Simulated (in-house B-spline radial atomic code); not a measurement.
A fraction x of an electron is removed from 3p in neutral vanadium, starting from [Ar] 3d3 4s2 and keeping the highest spin. Level of theory: non-relativistic TPSS, spin-polarised, spherical fractional occupations, point nucleus; calculated with a B-spline radial code for spherical atoms.

```json
{"x": "0", "E(x) - E(0) (eV)": "0.0000", "3p down level (eV)": "-42.408"}
{"x": "0.09", "E(x) - E(0) (eV)": "3.8631", "3p down level (eV)": "-43.444"}
{"x": "0.21", "E(x) - E(0) (eV)": "9.1618", "3p down level (eV)": "-44.879"}
{"x": "0.3", "E(x) - E(0) (eV)": "?", "3p down level (eV)": "?"}
{"x": "0.5", "E(x) - E(0) (eV)": "22.7044", "3p down level (eV)": "-48.566"}
{"x": "0.6", "E(x) - E(0) (eV)": "27.6274", "3p down level (eV)": "-49.900"}
{"x": "0.74", "E(x) - E(0) (eV)": "34.7469", "3p down level (eV)": "-51.815"}
{"x": "0.86", "E(x) - E(0) (eV)": "41.0651", "3p down level (eV)": "-53.496"}
{"x": "0.9", "E(x) - E(0) (eV)": "?", "3p down level (eV)": "?"}
{"x": "1", "E(x) - E(0) (eV)": "48.6942", "3p down level (eV)": "-55.499"}
```

(1) What belongs in the row x = 0.3?

(2) What belongs in the row x = 0.9?

(3) Check Janak's theorem between x = 0.09 and 0.21.

Results:

(1) An energy change of 13.2508 eV; 3p down at -45.992 eV.

(2) An energy change of 43.2163 eV; 3p down at -54.063 eV.

(3) The slope of the energy is 44.16 eV; the orbital levels give 44.16 eV (-ε of the emptying orbital, averaged over the two points).
